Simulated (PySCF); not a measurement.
Job for PySCF: R-B3LYP/LANL2DZ on CH6O2Si (a complex), monomers drawn apart or pushed together.

```python
from pyscf import gto, scf, dft, mp
from pyscf.data.elements import chemcore

mol = gto.M(
    atom='''
    Si    0.10655027   -0.31917526    0.64220098
    H    -0.27518128   -0.53061173   -0.77427612
    H     0.68623971   -1.55908719    1.19231386
    H    -1.14324738    0.00998596    1.38020952
    H     1.04486590    0.81481815    0.74117111
    O     0.94928183    0.10485858    3.54515708
    C     0.07611220    0.38938746    4.31697039
    O    -1.21786287    0.53068063    4.00438989
    H     0.22442314    0.57263226    5.38866262
    H    -1.31700003    0.36210765    3.04888612
    ''',
    basis='lanl2dz',
    ecp={'Si': 'lanl2dz'},
    charge=0, spin=0, verbose=3, max_memory=1800)
mf = dft.RKS(mol, xc='b3lyp')
mf.conv_tol = 1e-8
mf.max_cycle = 100
mf.kernel()
if not mf.converged:
    mf = mf.newton().run(mf.mo_coeff, mf.mo_occ)
```

The log:

```
converged SCF energy = -195.990999308209
```

The calculation finished and met its thresholds.

Cost: around 2.7 core-seconds (rough).
